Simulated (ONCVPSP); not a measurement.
## aluminium: ONCV pseudisation with PBE, scalar-relativistic reference atom.

ONCVPSP 4.0.1 was run on this input:

```
# ATOM AND REFERENCE CONFIGURATION
# atsym  z   nc   nv     iexc    psfile
  Al 13.00    1    3        4      upf
#
#   n    l    f
    1    0    2.00
    2    0    2.00
    2    1    6.00
    3    0    2.00
#
# PSEUDOPOTENTIAL AND OPTIMIZATION
# lmax
    1
#
#   l,   rc,      ep,       ncon, nbas, qcut
    0    1.15    0.00    5    8   10.50
    1    0.80    0.00    3    7   15.40
#
# LOCAL POTENTIAL
# lloc, lpopt,  rc(5),   dvloc0
    4    2    0.55    0.00
#
# VANDERBILT-KLEINMAN-BYLANDER PROJECTORs
# l, nproj, debl
    0    2    3.50
    1    3    1.70
#
# MODEL CORE CHARGE
# icmod, fcfact, rcfact
    1    0.25    0.00
#
# LOG DERIVATIVE ANALYSIS
# epsh1, epsh2, depsh
   -6.00    5.00    0.04
#
# OUTPUT GRID
# rlmax, drl
    6.00    0.01
#
# TEST CONFIGURATIONS
# ncnf
    4
# nvcnf
#   n    l    f
    4
    2    0    2.00
    2    1    6.00
    3    0    2.00
    3    1    1.00
#
    3
    2    0    2.00
    2    1    6.00
    3    0    1.00
#
    3
    2    0    2.00
    2    1    6.00
    3    0    0.00
#
    4
    2    0    2.00
    2    1    6.00
    3    0    1.00
    3    1    1.00
#
```

Command:

```bash
oncvpsp.x < Al.dat > Al.out
```

The program printed (shortened: citation, most of the input echo, consistency checks and plot data are left out):

```
ONCVPSP  (Optimized Norm-Conservinng Vanderbilt PSeudopotential)
scalar-relativistic version 4.0.1

#   n    l    f        energy (Ha)
    1    0    2.00    -5.5845487E+01
    2    0    2.00    -4.2813901E+00
    2    1    6.00    -2.8661498E+00
    3    0    2.00    -5.4427607E-01

Reference configufation results
  iterations    25
  all-electron total energy (Ha)   -2.42472946D+02

Begin loop to  construct optimized pseudo wave functions
and semi-local pseudopoentials for all angular momenta

Calculating optimized projector #   1

 for l=   0

    Fraction of norm inside rc  0.952628
    Optimizing pswf for qcut=  10.51 a_B^-1,  ecut=  55.24 Ha
    Residual kinetic energy error=  7.10D-06 Ha

    Energy error per electron        Cutoff
         Ha          eV             Ha
         0.01000     0.27211       19.07
         0.00100     0.02721       24.72
         0.00010     0.00272       35.37
         0.00001     0.00027       53.12

Calculating optimized projector #   2

 for l=   0

    Fraction of norm inside rc  0.052569
    Optimizing pswf for qcut=  10.51 a_B^-1,  ecut=  55.24 Ha
    Residual kinetic energy error=  7.27D-06 Ha

    Energy error per electron        Cutoff
         Ha          eV             Ha
         0.01000     0.27211       13.63
         0.00100     0.02721       19.48
         0.00010     0.00272       28.16
         0.00001     0.00027       53.01

WARNING wellstate: negative energy specified for n= 3 l=  1
WARNING scattering state with energy  0.25000000
WARNING will be used for the first projector

   Wellstate for l =  1  n =  4
     eigenvalue =   0.2500
     asymptotic potential =   0.7500
     half-point radius =  5.5858

   Wellstate for l =  1  n =  4
     eigenvalue =   1.9500
     asymptotic potential =   2.4500
     half-point radius =  2.3269

Calculating optimized projector #   1

 for l=   1

    Fraction of norm inside rc  0.781023
    Optimizing pswf for qcut=  15.41 a_B^-1,  ecut= 118.79 Ha
    Residual kinetic energy error=  2.51D-05 Ha

    Energy error per electron        Cutoff
         Ha          eV             Ha
         0.01000     0.27211       81.33
         0.00100     0.02721       97.50
         0.00010     0.00272      110.22
         0.00001     0.00027      233.82

Calculating optimized projector #   2

 for l=   1

    Fraction of norm inside rc  0.018633
    Optimizing pswf for qcut=  15.41 a_B^-1,  ecut= 118.79 Ha
    Residual kinetic energy error=  3.68D-06 Ha

    Energy error per electron        Cutoff
         Ha          eV             Ha
         0.01000     0.27211       56.39
         0.00100     0.02721       80.60
         0.00010     0.00272       98.47
         0.00001     0.00027      113.23

Calculating optimized projector #   3

 for l=   1

    Fraction of norm inside rc  0.033084
    Optimizing pswf for qcut=  15.41 a_B^-1,  ecut= 118.79 Ha
    Residual kinetic energy error=  1.50D-05 Ha

    Energy error per electron        Cutoff
         Ha          eV             Ha
         0.01000     0.27211       67.90
         0.00100     0.02721       90.40
         0.00010     0.00272      107.43
         0.00001     0.00027      121.85

Construct Vanderbilt / Kleinmman-Bylander projectors

B matrix Hermiticity error, ll=   0
   1   2    3.1651E-04

  Orthonormal projector coefficients  7.6599E+00  1.8170E+00

B matrix Hermiticity error, ll=   1
   1   2   -1.9516E-04
   1   3   -4.2809E-04
   2   3   -3.2764E-05

  Orthonormal projector coefficients -2.4174E+01 -1.1454E+01 -2.6947E+00

Model core correction analysis
  based on d2Exc/dn_idn_j

d2excae - all-electron derivatives

   -7.606909D-02   -6.811607D-02   -3.689714D-03
   -6.811245D-02   -7.256375D-02   -3.578763D-03
   -3.655666D-03   -3.546164D-03   -3.669618D-04

d2excps - pseudofunction derivatives with no core correction

   -7.714402D-02   -7.168045D-02   -3.997408D-03
   -7.167698D-02   -7.406757D-02   -3.733148D-03
   -3.963367D-03   -3.700454D-03   -3.991622D-04

rms 2nd derivative error    1.797088E-03

Polynomial model core charge

d2excps - pseudofunction derivatives with core correction

   -7.013654D-02   -7.061596D-02   -3.404186D-03
   -7.061078D-02   -7.402946D-02   -3.629840D-03
   -3.369934D-03   -3.597138D-03   -3.493288D-04

rms 2nd derivative error    2.357099E-03

Pseudoatom total energy  -80.627705

Diagnostic tests using Vanderbilt-Kleinman-Bylander pseudopotentials
  1 or more projectors used as specified by nproj input data

   l    rcore       rmatch      e in        delta e   norm test  slope test

   0   1.1517214   1.1866901  -4.2813901   0.0000077   1.0001560   1.0001408
   0   1.1517214   1.1866901  -0.5442761   0.0000067   1.0000374   1.0000296

   1   0.8043936   0.8288167  -2.8661498  -0.0001370   1.0001298   1.0001354
   1   0.8043936   0.8288167   0.2500000  -0.0000068   1.0003403   1.0003403
   1   0.8043936   0.8288167   1.9500000   0.0000111   1.0004182   1.0004182

 Testing for bound ghosts
   n   l    E NL Schr. Eq   E Basis Diag.   E Cutoff

   1   0       -4.281382       -4.281377    198.89
   2   0       -0.544269       -0.382948    198.89

   2   1       -2.866287       -2.863187    467.49

 Testing for highly-localized positive-energy ghosts
       l    <radius>/rc     E Basis Diag.   E Cutoff

Test configuration 0

   n   l     f        eae           eps        diff
   1   0  2.0000  -55.84548693
   2   0  2.0000   -4.28139008   -4.28138243    7.65D-06
   2   1  6.0000   -2.86614977   -2.86628679   -1.37D-04
   3   0  2.0000   -0.54427607   -0.54426937    6.70D-06

    Total energies and differences
      AE_ref= -2.42472946D+02  AE_tst= -2.42472946D+02  dif=  0.00D+00
      PS_ref= -8.06277048D+01  PS_tst= -8.06277048D+01  dif=  4.69D-13
      PSP excitation error= -4.69D-13

Test configuration 1

   n   l     f        eae           eps        diff
   1   0  2.0000  -55.53353116
   2   0  2.0000   -3.97499583   -3.97502576   -2.99D-05
   2   1  6.0000   -2.55933530   -2.55992733   -5.92D-04
   3   0  2.0000   -0.28491419   -0.28490602    8.17D-06
   3   1  1.0000   -0.09966782   -0.09967257   -4.75D-06

    Total energies and differences
      AE_ref= -2.42472946D+02  AE_tst= -2.42684666D+02  dif= -2.12D-01
      PS_ref= -8.06277048D+01  PS_tst= -8.08394354D+01  dif= -2.12D-01
      PSP excitation error=  9.81D-06

Test configuration 2

   n   l     f        eae           eps        diff
   1   0  2.0000  -56.31071886
   2   0  2.0000   -4.73212529   -4.73304198   -9.17D-04
   2   1  6.0000   -3.31704612   -3.31750249   -4.56D-04
   3   0  1.0000   -0.87271849   -0.87277158   -5.31D-05

    Total energies and differences
      AE_ref= -2.42472946D+02  AE_tst= -2.41766424D+02  dif=  7.07D-01
      PS_ref= -8.06277048D+01  PS_tst= -7.99211464D+01  dif=  7.07D-01
      PSP excitation error= -3.72D-05

Test configuration 3

   n   l     f        eae           eps        diff
   1   0  2.0000  -56.84245996
   2   0  2.0000   -5.24203260   -5.24441058   -2.38D-03
   2   1  6.0000   -3.82696381   -3.82807560   -1.11D-03

    Total energies and differences
      AE_ref= -2.42472946D+02  AE_tst= -2.40721196D+02  dif=  1.75D+00
      PS_ref= -8.06277048D+01  PS_tst= -7.88757747D+01  dif=  1.75D+00
      PSP excitation error= -1.81D-04

Test configuration 4

   n   l     f        eae           eps        diff
   1   0  2.0000  -55.91090704
   2   0  2.0000   -4.34522831   -4.34592297   -6.95D-04
   2   1  6.0000   -2.92947380   -2.93051879   -1.04D-03
   3   0  1.0000   -0.57368309   -0.57370755   -2.45D-05
   3   1  1.0000   -0.35827838   -0.35829941   -2.10D-05

    Total energies and differences
      AE_ref= -2.42472946D+02  AE_tst= -2.42259432D+02  dif=  2.14D-01
      PS_ref= -8.06277048D+01  PS_tst= -8.04141850D+01  dif=  2.14D-01
      PSP excitation error= -6.56D-06
```

The run took about 2.6 s on one core of a shared server CPU.
